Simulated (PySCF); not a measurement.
Polarisability and C₆ of Ge³⁺ (germanium, charge +3)

[Ar] 3d10 4s1, 2S determinant. Calculation: PySCF 2.14, in aug-cc-pVQZ-DK; the spin-free X2C one-electron Hamiltonian (Gaussian nucleus). Coupled (time-dependent) response in atomic units; α is the mean over directions.

| method | mean α (bohr³) | C₆ (like pair) | S(−4) |
| --- | --- | --- | --- |
| CAM-B3LYP | 5.902 | 13.22 | 30.71 |

S(−4) is the Cauchy moment in α(ω) = α(0) + S(−4) ω² + …

α(iu) at CAM-B3LYP:

```json
{"u (hartree)": "0", "α(iu) (bohr³)": "5.902"}
{"u (hartree)": "0.0500", "α(iu) (bohr³)": "5.827"}
{"u (hartree)": "0.100", "α(iu) (bohr³)": "5.613"}
{"u (hartree)": "0.200", "α(iu) (bohr³)": "4.910"}
{"u (hartree)": "0.300", "α(iu) (bohr³)": "4.099"}
{"u (hartree)": "0.500", "α(iu) (bohr³)": "2.796"}
{"u (hartree)": "0.750", "α(iu) (bohr³)": "1.866"}
{"u (hartree)": "1.00", "α(iu) (bohr³)": "1.366"}
{"u (hartree)": "1.50", "α(iu) (bohr³)": "0.8733"}
{"u (hartree)": "2.00", "α(iu) (bohr³)": "0.6308"}
{"u (hartree)": "3.00", "α(iu) (bohr³)": "0.3861"}
{"u (hartree)": "5.00", "α(iu) (bohr³)": "0.1889"}
```

A single London oscillator, α(iu) = α/(1 + u²/ω²), gives C₆ = (3/4) ω α². Matching the computed C₆ needs ω = 4 × 13.22 / (3 × 5.902²) = 0.506 hartree.

For an ion, C₆ is the dispersion term alone; charge-induced terms of lower order in 1/R come first.
